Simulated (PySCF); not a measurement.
**TiO at PBE0**

Level: PBE0. basis Ti def2-TZVP, O def2-TZVP; no relativity; PySCF 2.14.

| Item | Value |
| --- | --- |
| state | ³Δ (triplet), unpaired electrons σ ↑, δ ↑ |
| bond length | 3.022 bohr |
| harmonic wavenumber | 1075 cm⁻¹ |
| force constant | 8.17 mdyn/Å |
| rotational constant Be | 0.5494 cm⁻¹ |
| anharmonicity ωexe | 4.32 cm⁻¹ |
| vibration–rotation constant αe | 0.00277 cm⁻¹ |
| bond order (Mayer) | 2.32 |
| dipole moment (positive dipole means Ti(−)O(+)) | -3.81 D |

De is left out where the level can put another filling of the metal’s s and d shells below the measured ground configuration, by anything from nothing to about 1 eV. With d or f electrons several states lie close, and the lowest PBE0 determinant need not be the measured ground state.
